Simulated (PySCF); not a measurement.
**Identify the compound**

Molecular formula: C3H3FO4Si. Simulated spectra:

1H NMR (400 MHz, computed): δ 0.73 (m, 3H).

13C{1H} NMR (computed): δ 156.2 (C), -4.5 (CH3).

How the numbers were obtained: NMR shieldings at PBE0/pcSseg-1/GIAO, GFN2-xTB structure, in PySCF (no solvent, one conformer, averaged over atoms made equivalent by symmetry, fast rotation or ring inversion, non-relativistic).

Chemical shifts δ = σref − σ; 1H (σref 31.72), 13C (σref 186.93) vs TMS, all at this level.

Deduce the structure.

Results:


- Rings plus π bonds: 3 (1 ring in the answer).
- 2 carbon signals for 3 carbons: some carbons are equivalent by symmetry or fast rotation.
- Carbon types of the structure: 2 × C, 1 × CH3, which accounts for all hydrogens.
- δC 156.2: carbonyl carbon.
- δC -4.5: methyl carbon bonded to Si; an electropositive neighbour leaves it electron-rich and shielded.
- δH 0.73: hydrogen on a methyl carbon bonded to Si; an electropositive neighbour shields it, as in TMS itself.

The compound is SMILES [Si]1(C)(F)OC(=O)C(=O)O1.

The shifts were computed for this structure.

Splittings by 19F in the carbon and heteronuclear signals aren't shown, as no couplings were computed. Shifts are as computed. Against solution values, carbons near 30 ppm lie about +3 ppm off and those near 130 ppm about +5 ppm. Of 1211 compounds with measured shifts, 218 miss one by over three times the rms of a fit or turn the order of signals round; such compounds aren't used in these exercises.
